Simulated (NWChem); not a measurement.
System: CH₄SSe; SMILES [SeH]SC

```xyz
7

Se     0.0574     1.0182     0.0338
H      0.1940     1.1933    -1.4277
S     -0.6720    -1.0568     0.0069
C      0.8587    -2.0263     0.0169
H      1.4263    -1.8950    -0.9149
H      0.5419    -3.0780     0.0984
H      1.4868    -1.7737     0.8819
```
Atoms are numbered in this order, from 1.

All runs use the structure optimised with PBE0/def2-SVP.

Question: List the 4 lowest vertical singlet excitations from CAM-B3LYP/def2-SVPD, TDA (NWChem).

Answer: 
```csv
state,energy (eV),oscillator strength,leading excitation (squared amplitude)
S1,4.29,0.007,HOMO → LUMO (0.91)
S2,4.38,0.002,HOMO−1 → LUMO (0.92)
S3,5.54,0.018,HOMO → LUMO+1 (0.56)
S4,6.03,0.004,HOMO−1 → LUMO+1 (0.55)
```
